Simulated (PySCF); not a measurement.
A structure optimised at PBE0-D3(BJ)/def2-SVP, used in a PySCF frequency run:

```xyz
10

Si     0.4998    -0.0545     0.0000
C     -0.4612     1.5639     0.0000
N     -0.4389    -1.5130     0.0000
H      1.3601    -0.0891     1.2241
H      1.3601    -0.0891    -1.2241
H     -1.1039     1.6467    -0.8909
H     -1.1039     1.6467     0.8909
H      0.2287     2.4236     0.0000
H     -0.9488    -1.7837    -0.8332
H     -0.9488    -1.7837     0.8332
```
Charge 0, spin multiplicity 1.

Q: Write its SMILES, formula and point group.

A: C[SiH2]N, CH7NSi, Cs

Q: What are its rotational constants (standard atomic weights)?

A: 19.201, 5.9248, 5.0753 GHz
